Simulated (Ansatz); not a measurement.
Ansatz results at the PBE0-D4/def2-TZVP geometry: HOMO–LUMO gap (ωB97M-V/def2-TZVPP) 11.32 eV; HOMO energy (PBE0/def2-TZVPP) -7.10 eV; HOMO energy (PBE/def2-TZVPP) -5.91 eV.

Each molecule was computed in one conformer, which needn't be the lowest.

**Question.** Which molecule gave them?
A. `C[SiH](C)NP`
B. `[CH3][SnH2][O][AlH2]`
C. `F[SiH]([SeH])O[SiH3]`
D. `C=C=C([SiH3])[SiH3]`

**Answer.** A. The others give `[CH3][SnH2][O][AlH2]`: 10.75, -7.72, -6.39; `F[SiH]([SeH])O[SiH3]`: 11.27, -7.50, -6.32; `C=C=C([SiH3])[SiH3]`: 10.99, -7.30, -6.20.
